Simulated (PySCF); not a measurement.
# How methods differ on the ionisation energy of Tc⁺

Tc⁺ [Kr] 4d5 5s1 [4d3/2^4 4d5/2^1 5s1/2^1, M_J = 3] → Tc²⁺ [Kr] 4d5 [4d3/2^4 4d5/2^1, M_J = 5/2], as a difference of total energies. All numbers are calculated (PySCF 2.14, the two-component X2C-1e Hamiltonian, in x2c-QZVPPall-2c (13s12p9d4f2g, 140 functions)). Correlated levels: [Ar] 3d10 frozen; the 32 highest virtual spinors dropped. "Screened" scales the spin-orbit matrix elements by Boettger's factors to mimic the two-electron term; Breit and QED terms are absent.

```tsv
method	ionisation energy (eV)
GMP2 (spin-free)	15.230
GHF (screened spin-orbit)	14.245
GMP2 (screened spin-orbit)	15.228
```

**Question.** How much does correlation contribute at GMP2 (screened spin-orbit)?

**Answer.** 15.228 − (14.245) = 0.983 eV, measured against GHF (screened spin-orbit).

The labels give the starting determinants; with spin-orbit coupling the two ends relaxed to ⟨J²⟩ = 12.00, ⟨L²⟩ = 0.02, ⟨S²⟩ = 11.99 and ⟨J²⟩ = 8.75, ⟨L²⟩ = 0.02, ⟨S²⟩ = 8.74.

For comparison: 15.26 eV (semi-empirical (NIST evaluation); NIST Atomic Spectra Database, ionization energies).
